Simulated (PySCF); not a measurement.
## Correlation energy of K²⁺ (potassium, charge +2)

[Ne] 3s2 3p5, 2P determinant. Computed with PySCF 2.14 in def2-SVP, with the non-relativistic Hamiltonian (point nucleus). Frozen: [Ne] 3s2; 5 electrons correlated.

Total MP2 correlation energy: -24.06 mhartree.

Same-spin part -7.51 and opposite-spin part -16.55 mhartree; SCS-MP2 scales them by 1/3 and 6/5 to -22.36 mhartree.

```
  level  correlation energy (mhartree)
   CCSD                         -27.56
    (T)                          -0.01
CCSD(T)                         -27.57
```

Diagnostics: T1 = 0.00057, D1 = 0.0008, largest double amplitude 0.014.

Q: Is a single reference adequate?

A: Yes: T1 lies below 0.03 and no double amplitude reaches 0.07.
